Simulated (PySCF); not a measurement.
Calculated elemental compositions, with the atomic weights C 12.011, H 1.008, S 32.060, Si 28.085, O 15.999, Se 78.971.

A compound of molar mass 96.17 g/mol holds 12.58 % hydrogen and 87.42 % carbon by mass. What is its formula?

Per cent/100 × molar mass / atomic weight: H 12.00, C 7.00. So C7H12. One species with this formula is `C#CC[C@@H](C)CC`.

A compound of molar mass 162.40 g/mol holds 8.69 % hydrogen, 36.98 % carbon, 34.59 % silicon and 19.74 % sulfur by mass. What is its formula?

Per cent/100 × molar mass / atomic weight: H 14.00, C 5.00, Si 2.00, S 1.00. So C5H14SSi2. One species with this formula is `CS/C=C/[C@@H](C)[SiH2][SiH3]`.

A compound of molar mass 168.44 g/mol holds 7.13 % carbon, 66.69 % silicon, 19.00 % oxygen and 7.18 % hydrogen by mass. What is its formula?

Dividing out the atomic weights: C 1.00, Si 4.00, O 2.00, H 12.00. So CH12O2Si4. One species with this formula is `O[Si@@]([SiH3])(C[SiH3])O[SiH3]`.

A compound of molar mass 169.17 g/mol holds 5.96 % hydrogen, 46.68 % selenium, 9.46 % oxygen, 16.60 % silicon and 21.30 % carbon by mass. What is its formula?

Atoms of each element: H 10.00, Se 1.00, O 1.00, Si 1.00, C 3.00. So C3H10OSeSi. One species with this formula is `CC(C)O[SiH2][SeH]`.
